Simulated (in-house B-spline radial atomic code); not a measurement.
# Ionising Ta III (Ta2+) with different functionals

Computed with a B-spline radial code for spherical atoms: four-component Dirac-Coulomb Hamiltonian, Fermi nucleus of rms radius 5.3507 fm, spin-restricted, spherical fractional occupations for the functionals, and exact exchange of hybrids averaged over the configuration. The ionisation energy is the difference of two self-consistent energies, [Xe] 4f14 5d3 → [Xe] 4f14 5d2, without Breit or QED terms; ε is the level of the shell that loses the electron (mean over j). The electron is taken from both j subshells in proportion to 2j + 1, so the result is a j average, not the step between ground levels.

```tsv
method	rung	ΔSCF (eV)	-ε(5d) (eV)
B97-1	global hybrid	23.47	19.43
LC-wPBE	range-separated hybrid	?	?
CAM-B3LYP	range-separated hybrid	?	?
wB97X	range-separated hybrid	23.36	22.15
```

Task: What does CAM-B3LYP give?

Result: ΔSCF 23.65 eV, and -ε(5d) = 21.25 eV.

Task: What does LC-wPBE give?

Result: ΔSCF 23.41 eV, and -ε(5d) = 22.42 eV.

Task: Among the functionals, which spreads more, the ΔSCF values or the orbital energies?

Result: The orbital energies: ΔSCF values span about 0.29 eV and the orbital energies 2.99 eV; here energy differences depend much less on the functional than eigenvalues do.

Task: How do they compare with the NIST value?

Result: NIST lists 23 eV ± 1.6 (tabulated theory, ground level to ground level). Errors run from +0.26 to +0.55 eV; all lie within about twice that uncertainty, so the table can't rank the methods.
